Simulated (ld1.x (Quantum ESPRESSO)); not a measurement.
**Before and after: TM potential for Mo (Z = 42)**

* Element: Mo (Z = 42)
* Generator: ld1.x (Quantum ESPRESSO) 7.5
* Type: norm-conserving Troullier–Martins (Kleinman–Bylander form)
* Functional: PBE
* Relativity: scalar-relativistic
* Frozen core: [Kr]
* Valence charge: 6
* Reference configuration: 4d4 5s0 5p0 (charge +2)
* Partial waves: 5s (bound, empty): rc 2.50 bohr; 5p (bound, empty): rc 2.55 bohr; 4d (bound): rc 1.90 bohr
* Local potential: all-electron potential smoothed inside 1.60 bohr (lloc = -2)
* Core correction: Bessel-smoothed model core inside 2.00 bohr

Change: all radii but the core radius scaled by about 1.39 (s 3.48, p 3.54, d 2.64 bohr); local potential all-electron potential smoothed inside 2.22 bohr (lloc = -2).

Cutoffs: the cutoffs (Ry, on a coarse ladder) from which the occupation-weighted sum of valence levels, in a spherical-Bessel basis at the reference potential, stays within 10 and 1 mRy of its value at 400 Ry; they do not see the model core or the augmentation charge, which bear on the density cutoff. Errors are all-electron minus pseudo energies relative to the spin-unpolarised reference configuration.

Q: How do hardness, ghosts and transferability respond?

A: The potential gets softer (40 Ry and 50 Ry → 30 Ry and 35 Ry); the bound ghosts move from p, s to s; of the 7 tests that both files solve, the error grows in 0 and shrinks in 3 by more than 15 % and 0.3 meV (median size 75.1 → 79.6 meV). A larger radius leaves more room for a smooth pseudo-wave, so fewer plane waves are needed. That the errors move this way runs against the usual rule that smaller radii transfer better.

| quantity | base | changed |
| --- | --- | --- |
| cutoff, loose | 40 Ry | 30 Ry |
| cutoff, tight | 50 Ry | 35 Ry |
| bound ghosts | s, p | s |
| error for 4d5 5s1 5p0, meV [ΔE -22.35 eV] | -51 | -37 |
| error for 4d5 5s0 5p0, meV [ΔE -15.46 eV] | -75 | -80 |
| error for 4d3 5s0 5p0, meV [ΔE 26.74 eV] | -168 | -150 |
| error for 4d5.5 5s0.5 5p0, meV [ΔE -22.07 eV] | -98 | -97 |
| error for 4d4 5s1 5p1, meV [ΔE -18.61 eV] | +14 | +1.6 |
| error for 4d2 5s0 5p0, meV [ΔE 66.25 eV] | -855 | -700 |
| error for 4d5 5s0.5 5p0, meV [ΔE -19.62 eV] | -61 | -60 |

Base: These tests converged, but a pseudo level misses the all-electron one widely, so the file describes the atom poorly there or has found another state: 4d3 5s0 5p0: empty 5p by 2.7 eV. A true bound ghost makes a file unfit for plane-wave use even where its test errors are small: the radial tests pick states by their node count and pass the ghost by.
